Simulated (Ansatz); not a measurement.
`N=C[SiH2]F` + `N=C=O` → `O=C=N[SiH2]F` + `C=N`  (ligand exchange at the Si–C bond)

Gas-phase electronic energies from Ansatz, PBE0-D4/def2-TZVP geometries. CCSD(T)/CBS is the MP2 limit (def2-TZVPP, def2-QZVPP) plus CCSD(T) − MP2 in def2-TZVPP, frozen cores. This one scheme is used for every species. DFT in def2-TZVPP. B3LYP here is the variant with VWN-RPA as its local correlation; programs differ in this. Each species was taken in one conformer, which may not be the lowest.

```tsv
level	ΔE (kJ/mol)
r2SCANh-D4	-109.8
PBE	-97.5
PBE0	-106.7
B3LYP	-112.7
LC-ωPBE	-110.5
CCSD(T)/def2-SVP	-112.9
CCSD(T)/def2-TZVPP	-112.3
HF/CBS(def2)	-135.9
```

**Question.** What does CCSD(T)/CBS give? (Best estimate.)

**Answer.** Computed: -112.0 kJ/mol. The listed levels differ from it by 2.2, 14.5, 5.3, -0.7, 1.5, -0.9, -0.3, -23.9 kJ/mol.

Largest T1 diagnostic among the species: 0.018.

From r2SCAN to r2SCAN0 (25 % exact exchange), in def2-TZVPP and without D4, ΔE moves by −6.3 kJ/mol. Leaving LDA and LC-ωPBE aside and taking each functional with its dispersion term where it has one, the values, not all of them listed here, spread over 25.7 kJ/mol, from BHLYP-D4 to revPBE-D4. In def2-TZVPP, CCSD(T) changes the Hartree–Fock value by +22.7 kJ/mol (the triples alone add +3.9 kJ/mol) and MP2 by +17.4 kJ/mol.
